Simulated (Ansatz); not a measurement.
Si16BH24, a doped nanocrystal cut from the lattice of silicon (B on an inner site), 41 atoms. Hardware: 2 threads of AMD EPYC 7R13 on a shared host and a share (18 GiB) of an NVIDIA H100 80GB HBM3.

Correlated methods freeze 81 core orbitals. Single mean-field runs in def2-SVP, def2-TZVP are fitted with def2-universal-jkfit.

Question: How many basis functions does each of these Ansatz runs have, and roughly what does it cost? PBE-D4/def2-TZVP, charge -1 triplet at the geometry of the charge 0 doublet, energy, from earlier orbitals; B3LYP-D4/6-31G, charge 0 doublet, energy; r2SCAN-D4/def2-TZVP, charge 0 doublet, energy and forces, from earlier orbitals; LC-ωPBE (ω = 0.10 bohr⁻¹)/def2-SVP, charge 1 singlet at the geometry of the charge 0 doublet, energy, from earlier orbitals; PBE0-D4/def2-TZVP, charge 0 doublet, energy, from earlier orbitals; LC-ωPBE (ω = 0.30 bohr⁻¹)/def2-SVP, charge 1 singlet at the geometry of the charge 0 doublet, energy, from earlier orbitals; LC-ωPBE (ω = 0.10 bohr⁻¹)/def2-SVP, charge 0 doublet, energy, from earlier orbitals; LC-ωPBE (ω = 0.20 bohr⁻¹)/def2-SVP, charge 0 doublet, energy, from earlier orbitals; PBE0-D4/def2-TZVP, charge 1 triplet at the geometry of the charge 0 doublet, energy; BHLYP-D4/def2-TZVP, charge 0 doublet, energy, from earlier orbitals; LC-ωPBE (ω = 0.15 bohr⁻¹)/def2-SVP, charge -1 singlet at the geometry of the charge 0 doublet, energy, from earlier orbitals; MP2/def2-SVP, charge 0 doublet, energy, from earlier orbitals.

Answer: Other jobs shared the machine, so times can vary by a factor of up to 3. A dash marks memory too small to be measured apart from the calling script's.

```csv
run,functions,fitting or Cholesky vectors,wall time,peak host memory (GiB)
"LC-ωPBE (ω = 0.15 bohr⁻¹)/def2-SVP, charge -1 singlet at the geometry of the charge 0 doublet, energy, from earlier orbitals",422,2555,8.1 s,–
"B3LYP-D4/6-31G, charge 0 doublet, energy",265,3134,10 s,–
"LC-ωPBE (ω = 0.30 bohr⁻¹)/def2-SVP, charge 1 singlet at the geometry of the charge 0 doublet, energy, from earlier orbitals",422,2555,11 s,–
"LC-ωPBE (ω = 0.10 bohr⁻¹)/def2-SVP, charge 1 singlet at the geometry of the charge 0 doublet, energy, from earlier orbitals",422,2555,11 s,–
"LC-ωPBE (ω = 0.20 bohr⁻¹)/def2-SVP, charge 0 doublet, energy, from earlier orbitals",422,2555,12 s,–
"LC-ωPBE (ω = 0.10 bohr⁻¹)/def2-SVP, charge 0 doublet, energy, from earlier orbitals",422,2555,12 s,–
"MP2/def2-SVP, charge 0 doublet, energy, from earlier orbitals",422,4071,14 s,–
"PBE-D4/def2-TZVP, charge -1 triplet at the geometry of the charge 0 doublet, energy, from earlier orbitals",767,2555,15 s,1.4
"PBE0-D4/def2-TZVP, charge 0 doublet, energy, from earlier orbitals",767,2555,18 s,–
"BHLYP-D4/def2-TZVP, charge 0 doublet, energy, from earlier orbitals",767,2555,18 s,–
"r2SCAN-D4/def2-TZVP, charge 0 doublet, energy and forces, from earlier orbitals",767,2555,20 s,1.5
"PBE0-D4/def2-TZVP, charge 1 triplet at the geometry of the charge 0 doublet, energy",767,2555,36 s,1.5
```
